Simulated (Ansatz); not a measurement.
Consider the ligand exchange at a B–N bond: `BN([SiH3])[SiH2]Cl` + `C=C=CN` → `BNC=C=C` + `[SiH3]N[SiH2]Cl`.

Gas-phase electronic energies from Ansatz, PBE0-D4/def2-TZVP geometries. CBS: MP2 limit from def2 TZ/QZ plus the TZ coupled-cluster correction, frozen cores. One conformer a species, not always the lowest.

```csv
species,HF/def2-QZVPP energy (Eh)
`BN([SiH3])[SiH2]Cl`,-1120.81087
`C=C=CN`,-170.96749
`BNC=C=C`,-196.27882
`[SiH3]N[SiH2]Cl`,-1095.51370
```

(1) Work out ΔE.

Largest T1 diagnostic among the species: 0.014.

Results:

(1) ΔE = (-196.27882) + (-1095.51370) − (-1120.81087) − (-170.96749) = -0.01416 Eh = -37.2 kJ/mol. CCSD(T)/CBS gives -33.3 kJ/mol.

Leaving LDA and LC-ωPBE aside and taking each functional with its dispersion term where it has one, the values, not all of them listed here, spread over 4.9 kJ/mol, from B2PLYP to ωB97X-V. The D4 term adds +6.2 kJ/mol with B3LYP and +3.3 kJ/mol with PBE0; it sums over pairs of atoms, weighted by their polarisabilities, and B3LYP, whose exchange is more repulsive, gets the larger term.

B3LYP here is the variant with VWN-RPA as its local correlation; programs differ in this.
